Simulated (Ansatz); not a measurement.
Geometry optimisation of the cluster Na₂Te.

```yaml
crystal:
  periodic: [false, false, false]
  atoms:
    - {symbol: Na, position_ang: [1.824164, -0.984801, -0.846980]}
    - {symbol: Na, position_ang: [-0.962423, 1.501003, 1.354638]}
    - {symbol: Te, position_ang: [-0.861742, -0.516202, -0.507658]}
basis:
  gaussian: {orbitals: def2-TZVP}
magnetization: {spin_polarized: true, initial_magnetization: 2}
hamiltonian: {xc: r2scan, dispersion: d4}
scf: {lower_state_search: "off"}
output: {orbitals: {seedname: orbitals}}
relax: {f_tol: 0.02, max_steps: 100}
```

```sh
$ ansatz run in.yaml --threads 4 --pin off --events-out ev --progress --plain --max-ram 3916MiB
```

Output, abridged:

```
Functional definition: r2SCAN
mean field -16127.48563220 eV, -592.6741653811 hartree, gradient 3.5e-6 eV, S^2 2.005886; 0 other end points of the search recorded, 0 dependent functions left out
relax step   1: F+E_penalty+E_count = -16127.49491015 eV  Δ(F+E_penalty+E_count) = +0.000e0 eV  max|allowed force component| = 7.926e-1 eV/Å  Δτ_max = 0.0000 Å  (19 SCF iters, accepted)
mean field -16127.61856568 eV, -592.6790505963 hartree, gradient 2.3e-6 eV, S^2 2.005984; 0 other end points of the search recorded, 0 dependent functions left out
relax step   2: F+E_penalty+E_count = -16127.62789789 eV  Δ(F+E_penalty+E_count) = -1.330e-1 eV  max|allowed force component| = 4.080e-1 eV/Å  Δτ_max = 0.1033 Å  (24 SCF iters, accepted)
mean field -16127.69974291 eV, -592.6820338043 hartree, gradient 3.1e-6 eV, S^2 2.006125; 0 other end points of the search recorded, 0 dependent functions left out
relax step   3: F+E_penalty+E_count = -16127.70905366 eV  Δ(F+E_penalty+E_count) = -8.116e-2 eV  max|allowed force component| = 1.190e-1 eV/Å  Δτ_max = 0.1791 Å  (23 SCF iters, accepted)
mean field -16127.77035620 eV, -592.6846287951 hartree, gradient 2.3e-6 eV, S^2 2.006179; 0 other end points of the search recorded, 0 dependent functions left out
relax step   4: F+E_penalty+E_count = -16127.77932585 eV  Δ(F+E_penalty+E_count) = -7.027e-2 eV  max|allowed force component| = 1.480e-1 eV/Å  Δτ_max = 0.1951 Å  (24 SCF iters, accepted)
mean field -16127.83058602 eV, -592.6868422000 hartree, gradient 2.5e-6 eV, S^2 2.006266; 0 other end points of the search recorded, 0 dependent functions left out
relax step   5: F+E_penalty+E_count = -16127.83953622 eV  Δ(F+E_penalty+E_count) = -6.021e-2 eV  max|allowed force component| = 1.058e-1 eV/Å  Δτ_max = 0.1950 Å  (24 SCF iters, accepted)
mean field -16127.84112869 eV, -592.6872296361 hartree, gradient 1.5e-6 eV, S^2 2.006299; 0 other end points of the search recorded, 0 dependent functions left out
relax step   6: F+E_penalty+E_count = -16127.85009160 eV  Δ(F+E_penalty+E_count) = -1.056e-2 eV  max|allowed force component| = 4.343e-2 eV/Å  Δτ_max = 0.1455 Å  (25 SCF iters, accepted)
mean field -16127.84216798 eV, -592.6872678293 hartree, gradient 6.2e-6 eV, S^2 2.006187; 0 other end points of the search recorded, 0 dependent functions left out
relax step   7: F+E_penalty+E_count = -16127.85112690 eV  Δ(F+E_penalty+E_count) = -1.035e-3 eV  max|allowed force component| = 2.971e-2 eV/Å  Δτ_max = 0.0734 Å  (21 SCF iters, accepted)
mean field -16127.84351147 eV, -592.6873172014 hartree, gradient 1.9e-6 eV, S^2 2.006235; 0 other end points of the search recorded, 0 dependent functions left out
relax step   8: F+E_penalty+E_count = -16127.85247215 eV  Δ(F+E_penalty+E_count) = -1.345e-3 eV  max|allowed force component| = 9.295e-4 eV/Å  Δτ_max = 0.0313 Å  (22 SCF iters, accepted)
Total energy: -16127.85251210 eV, -592.6876479687 hartree
Atom 0 at     1.710322    -0.560752    -0.458742 Å, force    -0.000570     0.000777     0.000699 eV/Å
Atom 1 at    -0.416049     1.336175     1.221324 Å, force     0.000929    -0.000563    -0.000488 eV/Å
Atom 2 at    -1.294273    -0.775423    -0.762581 Å, force    -0.000359    -0.000214    -0.000211 eV/Å
Dipole moment:     0.461524     0.276507     0.271928 e Å
Checks for a lower state left out: stability, starts, cluster_reference, orbital_swaps, neighbouring_geometries, increment
```

It took 19 s on 4 threads of Arm Neoverse V2 on a shared host.

In the def2 sets Te takes a core potential; there is no spin–orbit coupling. At r2SCAN-D4/def2-TZVP a singlet of charge 0 lies 1.27 eV below the triplet, each at its own geometry. The structure comes from a short search, and lower isomers may exist.
